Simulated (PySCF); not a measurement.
Species: C2H7NSi.
Bonds: C1–C2 (double), C2–Si3, Si3–N4. Hydrogens: H5, H6 on C1; H7 on C2; H8, H9 on Si3; H10, H11 on N4.

Method: PBE0-D3(BJ)/def2-SVP geometry optimisation, gas phase (PySCF); density fitting, grid level 1; the optimiser is geomeTRIC in internal coordinates, started from a GFN2-xTB structure with every atom displaced at random (about 0.01 Å).

Step 0: E = -11542.6697 eV
```
atom  x, y, z in Å  |  force x, y, z in eV/Å
C1     -2.0264    0.1582   -0.3544   -2.552   0.853  -0.450
C2     -0.8999    0.3260    0.2710    2.185  -0.204   0.856
Si3     0.6388   -0.6767   -0.0783    1.004   1.531   0.993
N4      1.9952    0.4449    0.1077   -2.652  -0.297   0.255
H5     -2.9260    0.7643   -0.1348    0.254  -0.145   0.055
H6     -2.1746   -0.5352   -1.1510    0.021  -0.855  -0.813
H7     -0.8232    1.0713    1.0602   -0.027   0.231   0.267
H8      0.9125   -1.6904    0.9491   -0.082  -0.526   0.272
H9      0.5390   -1.3086   -1.3721   -0.261  -0.559  -0.979
H10     2.9025    0.0903    0.0756    1.943  -0.600  -0.108
H11     1.9003    1.3302   -0.3486    0.167   0.570  -0.349
```

Task: Estimate the geometry and energy of step 1. (The exact step hangs on the optimiser's Hessian estimate; all steps are aligned on step 0, rigid shifts and turns removed.)

Result: E = -11542.8684 eV, largest force 0.521 eV/Å
```
atom  x, y, z in Å  |  force x, y, z in eV/Å
C1     -2.0383    0.1945   -0.3912    0.271  -0.249   0.044
C2     -0.9118    0.2958    0.3288   -0.139   0.129  -0.049
Si3     0.6690   -0.6341   -0.0124   -0.069  -0.071  -0.436
N4      2.0002    0.4795    0.0477    0.332  -0.340   0.213
H5     -2.9426    0.7448   -0.1275   -0.138   0.117   0.009
H6     -2.1174   -0.4765   -1.2581    0.055   0.090   0.042
H7     -0.9130    0.9827    1.1863   -0.027  -0.003   0.031
H8      0.8862   -1.7172    1.0006    0.139   0.127   0.025
H9      0.4821   -1.3339   -1.3438   -0.025   0.050   0.163
H10     2.9500    0.0996    0.0846   -0.374   0.224  -0.023
H11     1.9737    1.3390   -0.4907   -0.026  -0.072  -0.018
```

The energy changes by -0.1987 eV. The first-order estimate −F·Δx gives -0.4667 eV and the mean of the old and new forces, exact on a quadratic surface, -0.1925 eV. The step makes an angle of 75° with the force vector and moves no atom by more than 0.178 Å.

The cost below is that of the whole optimisation. Time: 23 s of wall time; peak memory 0.40 GiB. Hardware: one thread of an Intel Xeon Platinum 8488C (shared host).
